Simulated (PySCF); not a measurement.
**Working out the ionisation energy of Br²⁺**

Br²⁺ [Ar] 3d10 4s2 4p3 (4S) → Br³⁺ [Ar] 3d10 4s2 4p2 (3P). Computed with PySCF 2.14 in cc-pVDZ-PP with ECP10MDF, with a scalar-relativistic core potential. Frozen: 3s2 3p6 3d10. Energies in hartree (1 hartree = 27.21139 eV):

```tsv
part	Br²⁺ (lower)	Br³⁺ (upper)
UHF	-414.337276	-413.065269
CCSD correlation	-0.071979	-0.060774
(T)	-0.000550	-0.000486
```

Problem. What does Hartree-Fock give?

Solution. (-413.065269) − (-414.337276) = 1.272007 hartree = 34.613 eV.

Problem. What do CCSD and CCSD(T) give?

Solution. The CCSD correlation energies differ by 0.011205 hartree = 0.305 eV and the triples by 0.000064 hartree = 0.002 eV, so CCSD gives 34.918 eV and CCSD(T) 34.920 eV.

Reference: 34.871 ± 0.019 eV (measured; NIST Atomic Spectra Database, ionization energies), between the lowest levels; spin-orbit coupling is absent from the calculation.

A double-zeta basis recovers only part of the correlation energy.

What remains against the reference includes basis incompleteness, the frozen core and higher excitations.
